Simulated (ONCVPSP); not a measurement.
Ranking ONCV potentials for technetium (Tc)

All share these settings but for the change named:

- Element: Tc (Z = 43)
- Generator: ONCVPSP 4.0.1
- Type: optimised norm-conserving Vanderbilt (ONCV)
- Functional: PBE
- Relativity: scalar-relativistic
- Frozen core: [Ar] 3d10
- Valence charge: 15
- Reference configuration: 4s2 4p6 4d5 5s2
- Partial waves: 4s+5s: rc 1.85 bohr, ncon 4, nbas 9, qcut 5.1 1/bohr, 2 projectors; 4p: rc 1.70 bohr, ncon 4, nbas 8, qcut 6.5 1/bohr, 2 projectors, debl 3.4 Ha; 4d: rc 1.90 bohr, ncon 4, nbas 8, qcut 7.1 1/bohr, 2 projectors, debl 1.2 Ha; f scattering state at 0.39 Ha: rc 1.70 bohr, ncon 3, nbas 8, qcut 7.6 1/bohr, 2 projectors, debl 2.2 Ha
- Local potential: polynomial inside 1.50 bohr (lpopt 5, dvloc0 2 Ha)
- Core correction: Teter function, fcfact 1.5, rcfact 1.4

Test errors are all-electron minus pseudo excitation energies from the reference, over 4s2 4p6 4d5 5s1; 4s2 4p6 4d5 5s0; 4s2 4p6 4d4 5s0; 4s2 4p6 4d4 5s2. None of these files shows a bound ghost.

The base gives 11.8 meV.

Of 10 variants that were run, those that failed, showed a ghost or another fault, or gave nearly equal values are left out.

A variant can come out equal or close to the base, since the largest error may sit in a test that the change hardly touches while other tests move.

Question: Rank these variants by their largest absolute test error, smallest first.
A. s: nproj 4
B. core correction Teter function fitted to the true core (icmod 2), fcfact 0.7
C. all radii but the core radius scaled by about 0.81 (s 1.50, p 1.38, d 1.54, f 1.38 bohr); local potential polynomial inside 1.22 bohr (lpopt 5, dvloc0 2 Ha)

Answer: C (9.1 meV), A (11.3 meV), B (13.1 meV).
